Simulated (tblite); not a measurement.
Species: C₃H₄F₃O (doublet state).
Geometry (GFN2-xTB, Å), atoms numbered from 1 in this order:
```
atom  x, y, z in Å
C1     1.1056   -0.2927    0.8581
C2     0.0318    0.5217    0.2688
O3     0.4460    1.4762   -0.6576
C4    -1.0153   -0.4215   -0.4125
F5    -2.0734    0.2461   -0.8765
F6    -0.4701   -1.0638   -1.4565
F7    -1.4752   -1.3534    0.4298
H8     2.0732   -0.3185    0.3981
H9     0.8948   -0.9239    1.6967
H10   -0.5374    1.0648    1.0392
H11    1.0256    1.0674   -1.3137
```

Level: GFN2-xTB in tblite, geometry and Hessian alike; calculated harmonic values, unscaled, isolated species. Errors from tens to a few hundred cm⁻¹ against measured bands are possible. One conformer, not necessarily the lowest. Open shells enter through the occupations alone, without spin polarisation, and single modes of such species can be off by tens of per cent.

Harmonic wavenumbers (cm⁻¹): 62.0, 142.6, 183.0, 217.9, 305.2, 320.8, 380.2, 447.4, 474.2, 508.7, 527.8, 625.5, 769.7, 903.9, 1043.0, 1053.2, 1093.1, 1110.0, 1150.5, 1200.2, 1216.8, 1325.0, 1371.3, 2879.3, 3149.4, 3205.5, 3507.8.

A = 3608, B = 2462, C = 2025 MHz; mass 113.021 u (most abundant isotopes); point group C1, symmetry number 1; spin multiplicity 2.

Question: What is the zero-point energy?

Answer: Half the sum of the wavenumbers: 14587 cm⁻¹ = 41.71 kcal/mol.

Question: Entropy at 200 K, 1 bar (ideal gas, RRHO, classical rotation)?

Answer: Translation 38.13, rotation 26.09, vibration 11.85, spin (R ln 2) 1.38: S = 77.4 cal/(mol K).

Question: And Cp and H(200 K) − H(0)?

Answer: Cp = 23.07 cal/(mol K), of which vibrations give 15.13 (their classical limit is 27 R = 53.7); H(200 K) − H(0) = 2.99 kcal/mol without the zero-point energy, 1.40 from vibrations.

Question: How do the functions run with temperature in this model?

Answer: 
```
T (K)  S (cal/(mol K))  Cp (cal/(mol K))  H − H(0) (kcal/mol)  G − H(0) (kcal/mol)  ln q(vib)
  100             64.5              14.9                 1.08                -5.38       0.81
  300             88.1              29.8                 5.64               -20.79       4.25
  500            105.8              39.6                12.67               -40.25       7.84
  800            126.4              47.5                25.89               -75.24      12.77
 1000            137.4              50.7                35.72              -101.65      15.70
```

q(vib) and H(0) count from the zero-point level.

Question: Which modes carry the vibrational entropy at 200 K?

Answer: 62.0 cm⁻¹: 3.61; 142.6 cm⁻¹: 2.02; 183.0 cm⁻¹: 1.58; 217.9 cm⁻¹: 1.29; 305.2 cm⁻¹: 0.78; 320.8 cm⁻¹: 0.71 cal/(mol K); the other 21 give 1.86 together.

Question: What must be added to the electronic energy to get the Gibbs energy at 200 K and 1 bar?

Answer: ZPE + [H(200 K) − H(0)] − T·S = 41.71 + 2.99 − 15.49 = 29.21 kcal/mol.

Hindered rotation and anharmonicity are outside this model. Other conformers, if any are populated, would add a mixing term that is left out. The structure is chiral; the term R ln 2 for an equal mix with its mirror image is left out.
